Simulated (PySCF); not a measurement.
## Worked example: chemical shift, span and skew from a shielding tensor

C₃H₇NSi, SMILES C=C=CN[SiH3]. Atoms are numbered in the order given.

```xyz
12

C     -0.7745     2.4072     0.0000
C      0.1858     1.5127     0.0000
C      1.1489     0.6112     0.0000
N      0.9587    -0.7757     0.0000
Si    -0.6098    -1.5443     0.0000
H     -1.1945     2.7994    -0.9354
H     -1.1945     2.7994     0.9354
H      2.1914     0.9517     0.0000
H      1.8055    -1.3280     0.0000
H     -1.4037    -1.1749     1.2075
H     -0.3353    -3.0093     0.0000
H     -1.4037    -1.1749    -1.2075
```

Coordinates come from a ωB97X-D3(BJ)/def2-SVP optimisation. This is a generated structure with no PubChem entry under its InChIKey; it may be hypothetical. The values are those of a single conformer.

GIAO shieldings from PBE0/pcSseg-1 in PySCF, non-relativistic, no solvent. The symmetric part of the tensor of C2 has the principal values -66.4, -53.3, 8.3 ppm. The same nucleus in TMS has σ = 186.3 ppm at this level (PySCF, at its B3LYP-D3(BJ)/def2-TZVP geometry).

Question: Work out the isotropic shielding, the ¹³C shift against TMS, the span and the skew.

Answer: 
σ(iso) = (σ11 + σ22 + σ33)/3 = -37.1 ppm. δ = σ(ref) − σ(iso) = 186.3 − (-37.1) = 223.4 ppm.
Span Ω = σ33 − σ11 = 74.7 ppm. Skew κ = 3(σ(iso) − σ22)/Ω = 0.65. Tumbling in solution averages the tensor to δ; in a static solid the shielding alone would spread this spin-1/2 line over Ω.
